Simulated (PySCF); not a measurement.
# Reading the logs of faulty runs: B2GeH4N cation

All numbers below are calculated, not measured. They come from PySCF 2.14.0, an open-source quantum chemistry program, on an isolated molecule that a program drew, which may never have been made. The molecule is B2GeH4N cation (charge +1, singlet), drawn as the SMILES string `[BH+]N=[B][GeH3]`.

Each row is a Hartree-Fock (HF) and frozen-core CCSD(T) single point in the cc-pVDZ basis, meant for a local HF minimum. Run 1 is clean. Each other run has one planted mistake out of seven kinds, and not every kind appears here: one electron removed, one electron added, multiplicity raised by two, geometry at a saddle point, minimal basis STO-3G, one bond length entered in bohr, all coordinates scaled. The reference is restricted for singlets and unrestricted otherwise, and also for a bond in bohr. Adding or removing an electron swaps singlet and doublet. Electrons count all cores. HOMO and LUMO are orbital energies over both spins, the gradient is its largest component, and the lowest frequency (negative if imaginary) is given only where the gradient is small. Bond lengths are over the 7 bonds as drawn. T1 is the CCSD diagnostic: over 0.02 (restricted) or 0.045 (unrestricted) a single reference is doubtful. Germanium has the cc-pVDZ-PP basis, with a core potential (ECP10MDF) in place of its 10 inner electrons, and its 3s, 3p and 3d shells are frozen in CCSD(T).

Geometry of the clean run:
```xyz
8
B2GeH4N cation, angstrom
B    -2.1498    0.8532   -0.3546
N    -0.8747    0.8241   -0.4561
B     0.4203    0.7944   -0.5591
Ge    2.5293    0.7460   -0.7269
H    -3.3139    0.8799   -0.2618
H     2.7795    0.0690   -2.0608
H     2.9782   -0.0624    0.4753
H     2.9381    2.2058   -0.6833
```

| run | electrons | basis functions | <S^2> | HOMO (eV) | LUMO (eV) | gradient (hartree/bohr) | lowest frequency (cm^-1) | mean bond (Å) | longest bond (Å) | T1 | HF (hartree) | CCSD(T) (hartree) | mistake |
|---|---|---|---|---|---|---|---|---|---|---|---|---|---|
| 1 | 52 | 85 | 0.000 | -17.55 | -3.85 | 1.5e-05 | 107 | 1.4876 | 2.116 | 0.0150 | -399.31464 | -399.74533 | no fault |
| 2 | 53 | 85 | 0.847 | -5.83 | 1.93 | 4.1e-02 | - | 1.4876 | 2.116 | 0.0227 | -399.49034 | -399.94356 | one electron added |
| 3 | 52 | 85 | 0.000 | -17.78 | -3.84 | 4.5e-02 | - | 1.4415 | 2.051 | 0.0142 | -399.30559 | -399.73092 | ? |
| 4 | 51 | 85 | 0.756 | -21.73 | -15.15 | 1.1e-01 | - | 1.4876 | 2.116 | 0.0834 | -398.69620 | -399.06709 | ? |

**Which mistake was planted in run 3, and what did it cost?**

The mean and the longest bond both change by the same factor, 0.969, and the gradient is no longer small. So the mistake is: all coordinates scaled. Subtracting run 1 and multiplying by 627.51 kcal/mol a hartree, the energy moved by 5.7 kcal/mol in HF and 9.0 kcal/mol in CCSD(T).

**Which mistake was planted in run 4, and what did it cost?**

It counts 51 electrons, one fewer than the clean run, at the same geometry and basis. So the mistake is: one electron removed. Subtracting run 1 and multiplying by 627.51 kcal/mol a hartree, the energy moved by 388.1 kcal/mol in HF and 425.6 kcal/mol in CCSD(T).

Cautions from the logs. Run 4: T1 is over the limit, so its CCSD(T) energy is less reliable.
